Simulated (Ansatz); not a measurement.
The cluster Be2O3⁻. The state is a doublet with charge -1. Geometry r2SCAN-D4/def2-TZVPD; atoms count from 1.

```xyz
5

Be    0.364    0.305    0.084
Be   -1.000   -0.837   -0.230
O     1.508    1.263    0.347
O    -0.253   -0.251   -1.316
O    -0.619   -0.480    1.115
```

Another isomer (doublet) lies 0.60 eV lower at PBE-D4/def2-TZVPD; other spin states weren't run for this one.

Q: Estimate the Mulliken populations from the PBE0/def2-TZVPD orbitals of Ansatz.

A: 
```
atom  charge (e)  spin (α − β)
 Be1        0.01         -0.04
 Be2       -0.34          0.00
  O3       -0.25          0.99
  O4       -0.21          0.02
  O5       -0.21          0.02
```
Mulliken values and Mayer orders depend strongly on the basis. With diffuse functions, as here, like atoms can get unlike values, and bond orders can come out too low or too high.

Q: Where does the spin sit?

A: Summed by element: Be -0.04, O 1.04, of 1 unpaired in all. Largest on single atoms: O3 0.99, Be1 -0.04, O5 0.02.

Q: And the Mayer bond orders between bonded heavy atoms (over 0.3)?

A: Be1–Be2 0.36 (1.81 Å); Be1–O3 1.17 (1.52 Å); Be1–O4 0.73 (1.63 Å); Be1–O5 0.73 (1.63 Å); Be2–O4 1.37 (1.44 Å); Be2–O5 1.37 (1.44 Å).
